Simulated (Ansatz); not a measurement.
Consider the ligand exchange at a Ga–Se bond: `[CH3][GaH][SeH]` + CH₃NH₂ → `C[NH][GaH][CH3]` + H₂Se.

Calculated with Ansatz (gas phase, PBE0-D4/def2-TZVP geometries, no zero-point term in ΔE). CCSD(T)/CBS adds triple-zeta CCSD(T) − MP2 to the extrapolated MP2 energy (def2 sets, frozen cores). DFT in def2-TZVPP. HSE06 is defined as in plane-wave codes. For Ga, Se outer-core shells are correlated without core-valence functions, which leaves a few kJ/mol of doubt a bond. Scalar relativity is left out up to krypton. Each species was taken in one conformer, which may not be the lowest.

`[CH3][GaH][SeH]`:

Cartesian coordinates in Å:
```
C -0.532 0.177 -1.036
Ga 0.468 0.621 0.590
Se 0.937 -1.039 2.159
H -1.304 0.926 -1.226
H -0.997 -0.806 -0.969
H 0.148 0.181 -1.893
H 1.031 2.028 0.980
H 0.249 -2.088 1.395
```

CH₃NH₂:

Cartesian coordinates in Å:
```
C 0.011 -0.217 0.525
N -0.310 0.194 -0.831
H 0.989 0.120 0.900
H -0.013 -1.307 0.588
H -0.755 0.159 1.208
H 0.382 -0.153 -1.482
H -0.304 1.203 -0.909
```

`C[NH][GaH][CH3]`:

Cartesian coordinates in Å:
```
C 1.279 1.319 0.142
N 0.895 0.179 0.938
Ga -0.427 -1.034 0.624
C -1.526 -0.842 -0.991
H 2.315 1.254 -0.212
H 1.175 2.266 0.687
H 0.642 1.388 -0.743
H 1.456 0.074 1.769
H -0.559 -2.153 1.711
H -1.259 0.043 -1.570
H -1.410 -1.719 -1.632
H -2.583 -0.774 -0.724
```

H₂Se:

Cartesian coordinates in Å:
```
Se 0.143 -0.032 -0.669
H 0.860 -0.412 0.553
H -1.002 0.444 0.115
```

```csv
level,ΔE (kJ/mol),difference from CCSD(T)/CBS
B97M-V,64.2,1.2
PBE0-D4,71.4,8.4
HSE06-D4,71.9,8.9
BHLYP-D4,70.6,7.6
ωB97M-V,65.7,2.7
PBE,68.7,5.7
BLYP,64.6,1.6
r2SCAN0,72.3,9.3
HSE06,73.4,10.4
LC-ωPBE,64.1,1.1
RPA@PBE/def2-TZVPP,56.8,-6.2
CCSD(T)/def2-SVP,51.1,-11.9
HF/def2-TZVPP,77.9,14.9
CCSD/def2-TZVPP,63.1,0.1
HF/def2-QZVPP,76.5,13.5
MP2/def2-QZVPP,63.8,0.8
CCSD(T)/CBS,63.0,0
```

Largest T1 diagnostic among the species: 0.013.

From PBE to PBE0 (25 % exact exchange), in def2-TZVPP and without D4, ΔE moves by +4.4 kJ/mol. Leaving LDA and LC-ωPBE aside and taking each functional with its dispersion term where it has one, the values, not all of them listed here, spread over 11.9 kJ/mol, from CAM-B3LYP-D4 to HSE06-D4. LDA lies −11.6 kJ/mol from PBE without D4. In def2-TZVPP, CCSD(T) changes the Hartree–Fock value by −16.3 kJ/mol (the triples alone add −1.6 kJ/mol) and MP2 by −14.5 kJ/mol.

CCSD(T)/CBS has its own doubt, a few kJ/mol and more with outer-core shells, so smaller differences from it don't rank the levels.
